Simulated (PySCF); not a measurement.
Species: C4H11P2Si (doublet state).
Z-matrix (Å and degrees, GFN2-xTB geometry), rows numbered from 1:
```
C 
C   1  1.3200
C   2  1.5083  1  123.27
C   3  1.4865  2  107.25  1   102.15
Si  4  1.8421  3  122.15  2   -85.54
P   5  2.2555  4  107.00  3   -26.06
P   5  2.2821  4  114.86  3    90.28
H   1  1.0776  2  122.09  3  -178.20
H   1  1.0789  2  121.37  3     2.53
H   2  1.0818  1  121.16  3   176.48
H   3  1.0937  2  109.14  1   -17.17
H   3  1.0930  2  109.59  1  -137.29
H   4  1.0810  3  116.17  2    79.95
H   5  1.4734  4  110.77  3  -152.51
H   6  1.3823  5   94.81  4  -170.94
H   6  1.3817  5   94.30  4   -78.01
H   7  1.3829  5   95.25  4   -60.02
H   7  1.3824  5   94.62  4    33.02
```

The hyperfine couplings belong to this conformer and change with its torsions.

As a line formula: `C=CC[CH][SiH](P)P` [radical].

Method: UKS B3LYP, pcH-1 on C H P Si, non-relativistic, mean-field spin-orbit, GIAO (PySCF). One conformer (not necessarily the lowest) at the GFN2-xTB geometry, without solvent, vibrations or thermal averaging. The geometry wasn't refined by DFT: couplings that depend on bond lengths, twists or pyramidal angles can differ widely from those at the functional's own minimum. The SCF solution wasn't tested for stability.

Principal values of hyperfine tensors in MHz (contact, dipolar and spin–orbit terms together), for some of the nuclei:

```json
{"atom": "C4", "isotope": "13C", "A1": "11.45", "A2": "12.65", "A3": "227.26"}
{"atom": "H13", "isotope": "1H", "A1": "-87.37", "A2": "-53.74", "A3": "-18.10"}
{"atom": "Si5", "isotope": "29Si", "A1": "44.94", "A2": "47.53", "A3": "51.68"}
{"atom": "H12", "isotope": "1H", "A1": "36.38", "A2": "36.54", "A3": "49.49"}
{"atom": "C3", "isotope": "13C", "A1": "-27.20", "A2": "-23.85", "A3": "-21.99"}
{"atom": "H14", "isotope": "1H", "A1": "19.08", "A2": "19.99", "A3": "27.60"}
{"atom": "H11", "isotope": "1H", "A1": "14.14", "A2": "15.09", "A3": "27.38"}
{"atom": "P7", "isotope": "31P", "A1": "-48.69", "A2": "-44.78", "A3": "63.41"}
```

(1) Give the isotropic coupling of each nucleus in MHz and in mT (g = 2.0026), and the anisotropic part.

(2) What spin density at the nucleus of C3 lies behind its contact coupling (g_N = 1.40482)?

(3) C2 (13C, g_N = 1.40482) isn't in the table. Its spin density at the nucleus is 0.06275 bohr⁻³. What is its contact coupling?

(4) Name the largest traceless tensor T of the table and describe it.

(5) In a single crystal, with the field along each principal axis of the tensor of C4 in turn, what first-order splitting does this nucleus give (isotropic g, quadrupole terms neglected)?

## Answers

(1) a_iso = (A1 + A2 + A3)/3, Ti = Ai − a_iso; 1 mT corresponds to 28.029 MHz. The tensors hold a spin–orbit part: the run splits a_iso into a_FC + a_SO, and T includes its anisotropic share.

```tsv
atom	a_iso (MHz)	a_FC	a_SO	a_iso (mT)	T1	T2	T3
C4	83.79	83.88	-0.09	2.989	-72.34	-71.14	143.48
H13	-53.07	-53.09	0.02	-1.893	-34.30	-0.67	34.97
Si5	48.05	48.14	-0.09	1.714	-3.11	-0.52	3.63
H12	40.80	40.80	0.00	1.456	-4.43	-4.26	8.69
C3	-24.35	-24.36	0.01	-0.869	-2.86	0.50	2.36
H14	22.23	22.23	0.00	0.793	-3.14	-2.24	5.38
H11	18.87	18.87	0.00	0.673	-4.74	-3.78	8.51
P7	-10.02	-9.61	-0.41	-0.358	-38.67	-34.76	73.43
```

(2) a_FC = (2μ0/3) gₑ μB g_N μN ρ(0)/(2S·h) = 800.24 MHz × g_N × ρ(0)/(2S), with ρ in bohr⁻³. With a_FC = -24.36 MHz and 2S = 1, ρ(0) = -0.02166 bohr⁻³.

(3) By the same relation, a_FC = 70.5 MHz. Its full tensor has the principal values 62.34, 66.63, 82.66 MHz.

(4) C4: -72.3, -71.1, 143.5 MHz, axial, in the ratio −1:−1:+2, the form that spin in one p orbital centred on that nucleus gives.

(5) 2 lines (I = 1/2), spaced by |A_i|/(g × 13.996): 0.41, 0.45, 8.11 mT along the axes of A1, A2 and A3.
